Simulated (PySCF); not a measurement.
Computed IR spectrum (relative IR intensity) of a molecule C4H7NSi. Geometry: B3LYP-D3(BJ)/def2-SVP. One conformer was computed; it need not be the lowest. These are B3LYP-D3(BJ)/def2-SVP (PySCF) values and carry that method's errors. Frequencies are harmonic and unscaled.

Lines under 2 % of the strongest are left out, and lines within 2 cm⁻¹ are merged.

```tsv
ν (cm⁻¹)	relative intensity
205	8.9
273	3.5
300	4.5
429	82
459	22
527	37
558	11
672	15
680	16
772	3.3
845	9.1
907	100
915	65
926	46
937	4.6
964	14
1199	3.6
1419	4.6
1550	17
2192	3.3
2222	56
2235	57
3124	3.6
3471	39
3559	11
3649	11
```

Problem. Which structure fits?
A. C=CC#C[SiH2]N
B. C#CC(=C)[SiH2]N
C. CC1=C[SiH2]N=C1
D. C/C([SiH3])=C/C#N

Solution. B, C#CC(=C)[SiH2]N
